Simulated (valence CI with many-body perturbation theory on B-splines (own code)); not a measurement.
The numbers below are computed, except where a source is named.
Hyperfine factors and g values of W XLIV

Method: valence CI with perturbative core correlation (CI+MBPT): three valence electrons over a frozen Dirac-Fock core [Ar] 3d10, a basis of 11 s, 11 p, 9 d, 7 f, 5 g, 2 h, 1 i functions for each j, with the one-electron correlation potential Σ1, the two-electron term Σ2, the three-electron term Σ3, Breit, model QED; selected CI, second order for the rest (own B-spline code, finite nucleus).

The last digits are not significant, and no measured levels were compared; by estimate large intervals hold to a few tenths of a per cent, small ones and those within an open d or f shell to about a per cent.

A/g_I is the dipole constant over the nuclear g factor μ/I (μ in nuclear magnetons, uniformly magnetised nucleus), B/Q the quadrupole constant per barn. Both hold the static response of the core; the bare values leave it out. Large factors of s and p1/2 electrons are usually good to 5 to 10 %; those of open d and f shells near neutrality can be off by tens of per cent, and small factors of p3/2, d and f electrons come from cancelling terms and can be off by a factor of two or in sign, in half-filled shells by more. B is blank for J = 1/2, where it vanishes, and for nearly pure S terms. Energies count from the lowest level.

Levels are named by their leading jj configuration (3d3/2^4 stands for four electrons in 3d with j = 3/2), which in mixed levels can hold well under half, so a name can repeat and another be missing. Letters in brackets count levels of one name in rising energy.

```csv
Level,E (eV),g,A/g_I (MHz),A/g_I bare,B/Q (MHz/b),B/Q bare
(4s^2 4p1/2) J=1/2,0.00,0.659,517000,501000,,
(4s 4p1/2^2) J=1/2,96.76,2.192,1550000,1500000,,
(4s^2 4p3/2) J=3/2,98.19,1.329,60100,57800,120000,116000
(4s 4p1/2 4p3/2) J=3/2 [a],181.83,1.657,372000,360000,97100,93900
(4s 4p1/2 4p3/2) J=5/2,190.19,1.359,452000,438000,83100,80500
(4s 4p1/2 4p3/2) J=3/2 [b],202.06,0.977,10600,10300,78900,76400
(4s 4p1/2 4p3/2) J=1/2,204.59,1.234,-544000,-526000,,
(4s^2 4d3/2) J=3/2,258.86,0.821,19700,19900,14300,14200
(4s^2 4d5/2) J=5/2,273.67,1.295,134000,130000,6980,7020
(4s 4p3/2^2) J=5/2,291.05,1.332,256000,248000,54700,53200
(4p1/2^2 4p3/2) J=3/2,299.16,1.325,54600,53400,112000,108000
(4s 4p3/2^2) J=1/2,302.74,1.896,1590000,1540000,,
(4s 4p3/2^2) J=3/2,306.41,1.193,-238000,-230000,-25700,-24900
(4s 4p1/2 4d3/2) J=3/2 [a],335.13,0.499,-143000,-138000,24900,24400
(4s 4p1/2 4d3/2) J=5/2,342.09,1.041,413000,400000,3210,3520
(4s 4p1/2 4d3/2) J=1/2,355.22,0.391,-643000,-621000,,
(4s 4p1/2 4d3/2) J=3/2 [b],356.25,1.304,397000,385000,15800,15400
(4s 4p1/2 4d5/2) J=5/2 [a],363.81,1.348,143000,139000,18700,18400
(4s 4p1/2 4d5/2) J=7/2,369.00,1.249,302000,293000,489,884
(4s 4p1/2 4d5/2) J=3/2,374.00,1.197,-285000,-274000,-7210,-6770
(4s 4p1/2 4d5/2) J=5/2 [b],374.02,1.092,40400,39900,18500,18100
(4p1/2 4p3/2^2) J=5/2,397.85,1.132,134000,130000,30100,29200
(4p1/2 4p3/2^2) J=3/2,398.64,1.316,-70500,-67600,28300,27500
(4p1/2 4p3/2^2) J=1/2,403.03,0.660,506000,488000,,
(4s 4p3/2 4d3/2) J=5/2 [a],439.87,0.987,15100,15000,59800,57600
(4s 4p3/2 4d3/2) J=3/2 [a],441.78,1.330,238000,230000,-6860,-6880
(4s 4p3/2 4d3/2) J=1/2 [a],441.82,2.312,817000,790000,,
(4s 4p3/2 4d3/2) J=7/2,442.42,1.221,182000,177000,99300,96100
(4s 4p3/2 4d3/2) J=5/2 [b],442.96,1.141,218000,211000,-4030,-4090
(4p1/2^2 4d3/2) J=3/2,448.95,0.770,30000,29200,20700,20400
(4s^2 4f7/2) J=7/2,451.67,1.221,93400,91000,3960,3350
(4s 4p3/2 4d5/2) J=9/2,451.87,1.329,204000,198000,145000,141000
(4s 4p3/2 4d3/2) J=3/2 [b],455.44,0.988,2560,3050,-66200,-64100
(4s 4p3/2 4d5/2) J=5/2 [a],463.45,1.349,314000,305000,-64700,-62600
(4s 4p3/2 4d3/2) J=1/2 [b],464.41,0.587,201000,196000,,
(4s 4p3/2 4d5/2) J=3/2 [a],466.88,1.192,-97800,-93700,-68900,-66700
(4s 4p3/2 4d3/2) J=5/2 [c],469.66,0.952,-66300,-63600,63200,61500
(4s 4p3/2 4d5/2) J=7/2 [a],470.49,1.181,33200,32600,124000,121000
(4p1/2^2 4d5/2) J=5/2,475.32,1.192,4190,5470,17000,16900
(4s 4p3/2 4d5/2) J=7/2 [b],481.55,1.201,76100,74400,63300,61500
```

Task: Take the isotope of mass number 183, with I = 1/2, μ = 0.11739 μN. What is the hyperfine structure of (4s^2 4d3/2) J=3/2?

Result: From the table A = 4620 MHz. Shifts from the centre of gravity in MHz: F = 1: -5780, F = 2: 3460.
